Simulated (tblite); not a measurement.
Compound: C5H4O2.
SMILES with atom numbers: `[O:1]=[CH:2][C:3]1=[CH:4][CH2:5][C:6]1=[O:7]` (hydrogens: H8 on C2; H9 on C4; H10, H11 on C5)

Computed with GFN2-xTB (tblite), gas phase: Langevin dynamics at 200 K from the optimised GFN2-xTB geometry, time step 0.5 fs, friction 0.01 fs⁻¹, 2000 steps. The instantaneous temperature is 2·E(kin)/(3Nk) with all 3N coordinates.

```json
{"t (fs)": "0", "T (K)": "176", "E(pot) above start (eV)": "0.000", "O1=C2 (Å)": "1.204", "C2–C3 (Å)": "1.460", "C3=C4 (Å)": "1.355", "C4–C5 (Å)": "1.504", "C5–C6 (Å)": "1.547", "C2–H8 (Å)": "1.106", "O1–C2–C3–C4 (°)": "0"}
{"t (fs)": "25", "T (K)": "106", "E(pot) above start (eV)": "0.156", "O1=C2 (Å)": "1.199", "C2–C3 (Å)": "1.491", "C3=C4 (Å)": "1.363", "C4–C5 (Å)": "1.515", "C5–C6 (Å)": "1.500", "C2–H8 (Å)": "1.071", "O1–C2–C3–C4 (°)": "-8"}
{"t (fs)": "50", "T (K)": "150", "E(pot) above start (eV)": "0.137", "O1=C2 (Å)": "1.194", "C2–C3 (Å)": "1.471", "C3=C4 (Å)": "1.354", "C4–C5 (Å)": "1.460", "C5–C6 (Å)": "1.534", "C2–H8 (Å)": "1.096", "O1–C2–C3–C4 (°)": "-8"}
{"t (fs)": "75", "T (K)": "100", "E(pot) above start (eV)": "0.166", "O1=C2 (Å)": "1.233", "C2–C3 (Å)": "1.444", "C3=C4 (Å)": "1.355", "C4–C5 (Å)": "1.475", "C5–C6 (Å)": "1.582", "C2–H8 (Å)": "1.103", "O1–C2–C3–C4 (°)": "-2"}
{"t (fs)": "100", "T (K)": "123", "E(pot) above start (eV)": "0.127", "O1=C2 (Å)": "1.218", "C2–C3 (Å)": "1.494", "C3=C4 (Å)": "1.357", "C4–C5 (Å)": "1.518", "C5–C6 (Å)": "1.549", "C2–H8 (Å)": "1.091", "O1–C2–C3–C4 (°)": "2"}
{"t (fs)": "125", "T (K)": "121", "E(pot) above start (eV)": "0.171", "O1=C2 (Å)": "1.186", "C2–C3 (Å)": "1.486", "C3=C4 (Å)": "1.357", "C4–C5 (Å)": "1.486", "C5–C6 (Å)": "1.516", "C2–H8 (Å)": "1.081", "O1–C2–C3–C4 (°)": "-3"}
{"t (fs)": "150", "T (K)": "195", "E(pot) above start (eV)": "0.104", "O1=C2 (Å)": "1.212", "C2–C3 (Å)": "1.460", "C3=C4 (Å)": "1.373", "C4–C5 (Å)": "1.517", "C5–C6 (Å)": "1.572", "C2–H8 (Å)": "1.083", "O1–C2–C3–C4 (°)": "-11"}
{"t (fs)": "175", "T (K)": "150", "E(pot) above start (eV)": "0.186", "O1=C2 (Å)": "1.221", "C2–C3 (Å)": "1.404", "C3=C4 (Å)": "1.362", "C4–C5 (Å)": "1.517", "C5–C6 (Å)": "1.542", "C2–H8 (Å)": "1.110", "O1–C2–C3–C4 (°)": "-4"}
{"t (fs)": "200", "T (K)": "167", "E(pot) above start (eV)": "0.187", "O1=C2 (Å)": "1.178", "C2–C3 (Å)": "1.465", "C3=C4 (Å)": "1.339", "C4–C5 (Å)": "1.562", "C5–C6 (Å)": "1.526", "C2–H8 (Å)": "1.098", "O1–C2–C3–C4 (°)": "-1"}
{"t (fs)": "225", "T (K)": "170", "E(pot) above start (eV)": "0.160", "O1=C2 (Å)": "1.204", "C2–C3 (Å)": "1.474", "C3=C4 (Å)": "1.334", "C4–C5 (Å)": "1.527", "C5–C6 (Å)": "1.572", "C2–H8 (Å)": "1.086", "O1–C2–C3–C4 (°)": "11"}
{"t (fs)": "250", "T (K)": "173", "E(pot) above start (eV)": "0.204", "O1=C2 (Å)": "1.236", "C2–C3 (Å)": "1.455", "C3=C4 (Å)": "1.361", "C4–C5 (Å)": "1.508", "C5–C6 (Å)": "1.555", "C2–H8 (Å)": "1.091", "O1–C2–C3–C4 (°)": "13"}
{"t (fs)": "275", "T (K)": "186", "E(pot) above start (eV)": "0.201", "O1=C2 (Å)": "1.191", "C2–C3 (Å)": "1.463", "C3=C4 (Å)": "1.394", "C4–C5 (Å)": "1.481", "C5–C6 (Å)": "1.554", "C2–H8 (Å)": "1.101", "O1–C2–C3–C4 (°)": "12"}
{"t (fs)": "300", "T (K)": "244", "E(pot) above start (eV)": "0.221", "O1=C2 (Å)": "1.201", "C2–C3 (Å)": "1.481", "C3=C4 (Å)": "1.358", "C4–C5 (Å)": "1.513", "C5–C6 (Å)": "1.508", "C2–H8 (Å)": "1.115", "O1–C2–C3–C4 (°)": "0"}
{"t (fs)": "325", "T (K)": "236", "E(pot) above start (eV)": "0.227", "O1=C2 (Å)": "1.225", "C2–C3 (Å)": "1.479", "C3=C4 (Å)": "1.316", "C4–C5 (Å)": "1.492", "C5–C6 (Å)": "1.590", "C2–H8 (Å)": "1.151", "O1–C2–C3–C4 (°)": "3"}
{"t (fs)": "350", "T (K)": "206", "E(pot) above start (eV)": "0.240", "O1=C2 (Å)": "1.183", "C2–C3 (Å)": "1.478", "C3=C4 (Å)": "1.334", "C4–C5 (Å)": "1.508", "C5–C6 (Å)": "1.558", "C2–H8 (Å)": "1.170", "O1–C2–C3–C4 (°)": "23"}
{"t (fs)": "375", "T (K)": "147", "E(pot) above start (eV)": "0.337", "O1=C2 (Å)": "1.206", "C2–C3 (Å)": "1.421", "C3=C4 (Å)": "1.356", "C4–C5 (Å)": "1.503", "C5–C6 (Å)": "1.536", "C2–H8 (Å)": "1.157", "O1–C2–C3–C4 (°)": "11"}
{"t (fs)": "400", "T (K)": "244", "E(pot) above start (eV)": "0.258", "O1=C2 (Å)": "1.226", "C2–C3 (Å)": "1.429", "C3=C4 (Å)": "1.376", "C4–C5 (Å)": "1.497", "C5–C6 (Å)": "1.558", "C2–H8 (Å)": "1.153", "O1–C2–C3–C4 (°)": "0"}
{"t (fs)": "425", "T (K)": "238", "E(pot) above start (eV)": "0.200", "O1=C2 (Å)": "1.192", "C2–C3 (Å)": "1.470", "C3=C4 (Å)": "1.350", "C4–C5 (Å)": "1.488", "C5–C6 (Å)": "1.561", "C2–H8 (Å)": "1.109", "O1–C2–C3–C4 (°)": "-23"}
{"t (fs)": "450", "T (K)": "253", "E(pot) above start (eV)": "0.194", "O1=C2 (Å)": "1.187", "C2–C3 (Å)": "1.508", "C3=C4 (Å)": "1.346", "C4–C5 (Å)": "1.516", "C5–C6 (Å)": "1.555", "C2–H8 (Å)": "1.069", "O1–C2–C3–C4 (°)": "-12"}
{"t (fs)": "475", "T (K)": "230", "E(pot) above start (eV)": "0.246", "O1=C2 (Å)": "1.221", "C2–C3 (Å)": "1.479", "C3=C4 (Å)": "1.362", "C4–C5 (Å)": "1.508", "C5–C6 (Å)": "1.499", "C2–H8 (Å)": "1.077", "O1–C2–C3–C4 (°)": "-5"}
{"t (fs)": "500", "T (K)": "162", "E(pot) above start (eV)": "0.307", "O1=C2 (Å)": "1.219", "C2–C3 (Å)": "1.497", "C3=C4 (Å)": "1.393", "C4–C5 (Å)": "1.511", "C5–C6 (Å)": "1.573", "C2–H8 (Å)": "1.068", "O1–C2–C3–C4 (°)": "-14"}
{"t (fs)": "525", "T (K)": "202", "E(pot) above start (eV)": "0.195", "O1=C2 (Å)": "1.201", "C2–C3 (Å)": "1.489", "C3=C4 (Å)": "1.372", "C4–C5 (Å)": "1.524", "C5–C6 (Å)": "1.521", "C2–H8 (Å)": "1.056", "O1–C2–C3–C4 (°)": "-26"}
{"t (fs)": "550", "T (K)": "207", "E(pot) above start (eV)": "0.169", "O1=C2 (Å)": "1.190", "C2–C3 (Å)": "1.446", "C3=C4 (Å)": "1.334", "C4–C5 (Å)": "1.521", "C5–C6 (Å)": "1.545", "C2–H8 (Å)": "1.094", "O1–C2–C3–C4 (°)": "-38"}
{"t (fs)": "575", "T (K)": "127", "E(pot) above start (eV)": "0.240", "O1=C2 (Å)": "1.208", "C2–C3 (Å)": "1.434", "C3=C4 (Å)": "1.338", "C4–C5 (Å)": "1.525", "C5–C6 (Å)": "1.552", "C2–H8 (Å)": "1.097", "O1–C2–C3–C4 (°)": "-27"}
{"t (fs)": "600", "T (K)": "127", "E(pot) above start (eV)": "0.252", "O1=C2 (Å)": "1.208", "C2–C3 (Å)": "1.402", "C3=C4 (Å)": "1.333", "C4–C5 (Å)": "1.492", "C5–C6 (Å)": "1.544", "C2–H8 (Å)": "1.110", "O1–C2–C3–C4 (°)": "-1"}
{"t (fs)": "625", "T (K)": "151", "E(pot) above start (eV)": "0.216", "O1=C2 (Å)": "1.191", "C2–C3 (Å)": "1.437", "C3=C4 (Å)": "1.349", "C4–C5 (Å)": "1.504", "C5–C6 (Å)": "1.571", "C2–H8 (Å)": "1.111", "O1–C2–C3–C4 (°)": "10"}
{"t (fs)": "650", "T (K)": "170", "E(pot) above start (eV)": "0.159", "O1=C2 (Å)": "1.202", "C2–C3 (Å)": "1.440", "C3=C4 (Å)": "1.374", "C4–C5 (Å)": "1.491", "C5–C6 (Å)": "1.512", "C2–H8 (Å)": "1.093", "O1–C2–C3–C4 (°)": "10"}
{"t (fs)": "675", "T (K)": "175", "E(pot) above start (eV)": "0.221", "O1=C2 (Å)": "1.214", "C2–C3 (Å)": "1.496", "C3=C4 (Å)": "1.376", "C4–C5 (Å)": "1.451", "C5–C6 (Å)": "1.575", "C2–H8 (Å)": "1.090", "O1–C2–C3–C4 (°)": "10"}
{"t (fs)": "700", "T (K)": "154", "E(pot) above start (eV)": "0.305", "O1=C2 (Å)": "1.211", "C2–C3 (Å)": "1.484", "C3=C4 (Å)": "1.357", "C4–C5 (Å)": "1.473", "C5–C6 (Å)": "1.523", "C2–H8 (Å)": "1.081", "O1–C2–C3–C4 (°)": "16"}
{"t (fs)": "725", "T (K)": "158", "E(pot) above start (eV)": "0.240", "O1=C2 (Å)": "1.221", "C2–C3 (Å)": "1.513", "C3=C4 (Å)": "1.351", "C4–C5 (Å)": "1.486", "C5–C6 (Å)": "1.560", "C2–H8 (Å)": "1.065", "O1–C2–C3–C4 (°)": "16"}
{"t (fs)": "750", "T (K)": "234", "E(pot) above start (eV)": "0.157", "O1=C2 (Å)": "1.199", "C2–C3 (Å)": "1.471", "C3=C4 (Å)": "1.368", "C4–C5 (Å)": "1.483", "C5–C6 (Å)": "1.523", "C2–H8 (Å)": "1.112", "O1–C2–C3–C4 (°)": "25"}
{"t (fs)": "775", "T (K)": "260", "E(pot) above start (eV)": "0.172", "O1=C2 (Å)": "1.194", "C2–C3 (Å)": "1.475", "C3=C4 (Å)": "1.367", "C4–C5 (Å)": "1.486", "C5–C6 (Å)": "1.526", "C2–H8 (Å)": "1.106", "O1–C2–C3–C4 (°)": "13"}
{"t (fs)": "800", "T (K)": "226", "E(pot) above start (eV)": "0.272", "O1=C2 (Å)": "1.218", "C2–C3 (Å)": "1.444", "C3=C4 (Å)": "1.345", "C4–C5 (Å)": "1.571", "C5–C6 (Å)": "1.555", "C2–H8 (Å)": "1.099", "O1–C2–C3–C4 (°)": "3"}
{"t (fs)": "825", "T (K)": "171", "E(pot) above start (eV)": "0.244", "O1=C2 (Å)": "1.208", "C2–C3 (Å)": "1.456", "C3=C4 (Å)": "1.315", "C4–C5 (Å)": "1.575", "C5–C6 (Å)": "1.565", "C2–H8 (Å)": "1.115", "O1–C2–C3–C4 (°)": "1"}
{"t (fs)": "850", "T (K)": "175", "E(pot) above start (eV)": "0.273", "O1=C2 (Å)": "1.186", "C2–C3 (Å)": "1.475", "C3=C4 (Å)": "1.337", "C4–C5 (Å)": "1.515", "C5–C6 (Å)": "1.528", "C2–H8 (Å)": "1.125", "O1–C2–C3–C4 (°)": "-9"}
{"t (fs)": "875", "T (K)": "275", "E(pot) above start (eV)": "0.188", "O1=C2 (Å)": "1.217", "C2–C3 (Å)": "1.442", "C3=C4 (Å)": "1.376", "C4–C5 (Å)": "1.493", "C5–C6 (Å)": "1.512", "C2–H8 (Å)": "1.097", "O1–C2–C3–C4 (°)": "-17"}
{"t (fs)": "900", "T (K)": "152", "E(pot) above start (eV)": "0.260", "O1=C2 (Å)": "1.232", "C2–C3 (Å)": "1.479", "C3=C4 (Å)": "1.387", "C4–C5 (Å)": "1.489", "C5–C6 (Å)": "1.596", "C2–H8 (Å)": "1.114", "O1–C2–C3–C4 (°)": "-8"}
{"t (fs)": "925", "T (K)": "184", "E(pot) above start (eV)": "0.270", "O1=C2 (Å)": "1.180", "C2–C3 (Å)": "1.485", "C3=C4 (Å)": "1.379", "C4–C5 (Å)": "1.501", "C5–C6 (Å)": "1.529", "C2–H8 (Å)": "1.134", "O1–C2–C3–C4 (°)": "-2"}
{"t (fs)": "950", "T (K)": "239", "E(pot) above start (eV)": "0.182", "O1=C2 (Å)": "1.205", "C2–C3 (Å)": "1.505", "C3=C4 (Å)": "1.350", "C4–C5 (Å)": "1.470", "C5–C6 (Å)": "1.535", "C2–H8 (Å)": "1.146", "O1–C2–C3–C4 (°)": "24"}
{"t (fs)": "975", "T (K)": "181", "E(pot) above start (eV)": "0.285", "O1=C2 (Å)": "1.236", "C2–C3 (Å)": "1.471", "C3=C4 (Å)": "1.340", "C4–C5 (Å)": "1.467", "C5–C6 (Å)": "1.542", "C2–H8 (Å)": "1.132", "O1–C2–C3–C4 (°)": "40"}
{"t (fs)": "1000", "T (K)": "184", "E(pot) above start (eV)": "0.306", "O1=C2 (Å)": "1.200", "C2–C3 (Å)": "1.415", "C3=C4 (Å)": "1.338", "C4–C5 (Å)": "1.535", "C5–C6 (Å)": "1.539", "C2–H8 (Å)": "1.112", "O1–C2–C3–C4 (°)": "38"}
```

Question: From 500 fs on, how do temperature and potential energy compare with equipartition?

Answer: The mean temperature of these 21 frames is 186 K against the target 200 K, and the mean potential energy 0.23 eV against 27 × kT/2 = 0.23 eV for 27 classical harmonic modes. For 11 atoms in a canonical ensemble the temperature itself scatters by T·√(2/(3N)) = 49 K; here its standard deviation is 40 K. The whole run lasts only 10 friction times of 100 fs, so these averages carry a wide statistical error.

Question: What are the kinetic and total energies of the listed frame with the highest potential energy?

Answer: The one at 375 fs, 0.337 eV above the start. Its kinetic energy is 3NkT/2 = 0.208 eV at 147 K, so the sum is 0.55 eV; over the listed frames the sum runs from 0.25 to 0.60 eV, since the thermostat adds and removes energy.

Question: How much do the listed bonds fluctuate from 500 fs on?

Answer: 
| bond | at the start (Å) | mean (Å) | standard deviation (Å) |
| --- | --- | --- | --- |
| O1=C2 | 1.204 | 1.207 | 0.014 |
| C2–C3 | 1.460 | 1.465 | 0.029 |
| C3=C4 | 1.355 | 1.356 | 0.020 |
| C4–C5 | 1.504 | 1.503 | 0.031 |
| C5–C6 | 1.547 | 1.544 | 0.022 |
| C2–H8 | 1.106 | 1.103 | 0.022 |

The motion is classical and holds no zero-point motion.

The cost below is that of the whole dynamics run. Time: 13 s; peak memory 0.19 GiB. Hardware: one thread, Intel Xeon Platinum 8259CL at 2.50 GHz (x86_64), shared host with 96 logical CPUs at a one-minute load of 47.
